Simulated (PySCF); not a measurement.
Molecule: SMILES O=C(O)CC(F)(F)F, C3H3F3O2.

Geometry:
```tsv
atom	x (Å)	y (Å)	z (Å)
O1	-0.352	-1.669	1.504
C2	-0.150	-1.128	0.453
O3	0.582	-1.667	-0.524
C4	-0.709	0.221	0.069
C5	0.338	1.255	-0.285
F6	-0.230	2.458	-0.404
F7	1.272	1.340	0.666
F8	0.953	0.986	-1.433
H9	0.911	-2.517	-0.192
H10	-1.372	0.111	-0.802
H11	-1.292	0.598	0.918
```

Geometry PBE0-D3(BJ)/def2-SVP throughout; GIAO in PySCF 2.14.0 with density-fitted response routines, gas phase, one conformer, non-relativistic; equivalent atoms averaged; functional PBE0.

Problem. How do the shifts δ (against H2O, TMS, CFCl3 at the same level) depend on the basis set? (ppm; last column core-seconds on shared hosts with different chips, so compare them loosely)

Solution. 
| basis set | functions | O1 | O3 | C2 | C5 | C4 | F6/F7/F8 | H9 | H10/H11 | core-s |
| --- | --- | --- | --- | --- | --- | --- | --- | --- | --- | --- |
| STO-3G | 43 | 402.6 | 124.9 | 112.1 | 96.1 | 27.5 | -90.5 | 5.51 | 2.28 | 3.2 |
| pcSseg-0 | 78 | 505.8 | 220.4 | 179.9 | 146.3 | 49.1 | -79.4 | 5.40 | 3.60 | 5.8 |
| 6-31G | 78 | 438.3 | 190.7 | 160.0 | 127.6 | 42.2 | -86.0 | 5.65 | 2.87 | 6.4 |
| 6-31G* | 118 | 401.9 | 179.4 | 153.6 | 121.5 | 40.1 | -76.3 | 5.48 | 2.63 | 10 |
| cc-pVDZ | 127 | 432.1 | 196.8 | 159.3 | 124.6 | 41.8 | -72.9 | 5.20 | 2.53 | 10 |
| def2-SVP | 127 | 431.5 | 195.9 | 158.9 | 125.3 | 38.9 | -62.3 | 5.44 | 2.57 | 11 |
| pcSseg-1 | 151 | 465.8 | 216.0 | 167.8 | 128.8 | 42.3 | -75.5 | 5.99 | 2.84 | 14 |
| aug-cc-pVDZ | 211 | 416.2 | 194.3 | 162.5 | 124.2 | 40.1 | -71.1 | 5.93 | 3.02 | 28 |
| 6-311+G(2d,p) | 234 | 435.2 | 204.3 | 166.9 | 127.5 | 41.2 | -76.8 | 5.72 | 2.99 | 27 |
| def2-TZVP | 266 | 445.4 | 209.7 | 168.4 | 131.1 | 41.8 | -72.5 | 5.73 | 2.92 | 32 |
| cc-pVTZ | 282 | 445.9 | 208.7 | 167.1 | 130.0 | 41.2 | -72.3 | 5.92 | 2.92 | 50 |
| IGLO-III | 310 | 447.3 | 209.8 | 171.5 | 132.1 | 42.8 | -74.4 | 5.96 | 3.02 | 48 |
| pcSseg-2 | 330 | 451.2 | 210.7 | 173.1 | 133.4 | 42.9 | -74.7 | 6.14 | 2.94 | 50 |

Problem. Which nucleus moves most, in ppm?

Solution. O1 (carbonyl oxygen): from 401.9 ppm with 6-31G* to 505.8 ppm with pcSseg-0. The smallest spread is 0.94 ppm, at H9. Proton shifts span only some 12 ppm, so a few tenths of a ppm matter as much there as several ppm in carbon.

Problem. Taking the largest basis, pcSseg-2 (330 functions), as the yardstick, rank the others by their worst heavy-atom deviation.

Solution. IGLO-III 3.9 ppm (310 functions), def2-TZVP 5.8 ppm (266 functions), cc-pVTZ 6.0 ppm (282 functions), pcSseg-1 14.6 ppm (151 functions), 6-311+G(2d,p) 16.0 ppm (234 functions), cc-pVDZ 19.0 ppm (127 functions), def2-SVP 19.7 ppm (127 functions), 6-31G 20.0 ppm (78 functions), aug-cc-pVDZ 35.0 ppm (211 functions), 6-31G* 49.3 ppm (118 functions), pcSseg-0 54.6 ppm (78 functions), STO-3G 85.8 ppm (43 functions).

A small basis that lands close on one nucleus may do so by chance; judge by the trend and by all nuclei.
